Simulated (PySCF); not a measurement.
## Spin states and ions at one geometry of [Cs2]−

PySCF 2.14.0, UKS r2SCAN, Cs def2-SVP with ECP46; non-relativistic Hamiltonian with scalar-relativistic core potentials where named; density fitting; no spin-orbit coupling; singlets restricted, open shells unrestricted. The geometry is relaxed for charge -1, doublet, vacuum:

```xyz
2

Cs    0.0000    0.0000    2.7416
Cs    0.0000    0.0000   -2.7416
```

Energies count from the relaxed state; an electron taken off or put on is at rest in vacuum. Charges and spins are Mulliken's.

```csv
state,energy (eV),spin squared,charge on Cs1 (e),spin on Cs1 (e),dipole about the centre of mass (D)
"charge -1, doublet, vacuum",0.00,0.90,-0.50,0.50,0.00
"charge -1, quartet, vacuum",0.66,3.75,-0.50,1.50,0.00
"charge 0, singlet, vacuum",0.65,0.00,0.00,0.00,0.00
"charge 0, triplet, vacuum",0.84,2.00,0.00,1.00,0.00
```

What does the state charge -1, sextet, vacuum give?

energy (eV) 13.87, spin squared 8.75, charge on Cs1 (e) -0.50, spin on Cs1 (e) 2.50, dipole about the centre of mass (D) 0.00.

With an electron taken off (singlet, the lower of the two states computed) the charges change, summed by element, by Cs +1.00 e. The vertical ionisation energy is 0.65 eV, against −ε(HOMO) = -0.32 eV over both spins of the relaxed state. The level lies 1.0 eV too high, as is usual for semilocal functionals and global hybrids, which keep a self-interaction error.

Open shells may have lower solutions than those found. Hard to converge, so the more doubtful: charge -1, sextet, vacuum. A restricted singlet can lie too high where a spin-broken solution exists, which wasn't tested: charge 0, singlet, vacuum. The basis has no diffuse functions, which an anion needs.

No frequency check is given that shows the relaxed geometry to be a minimum.
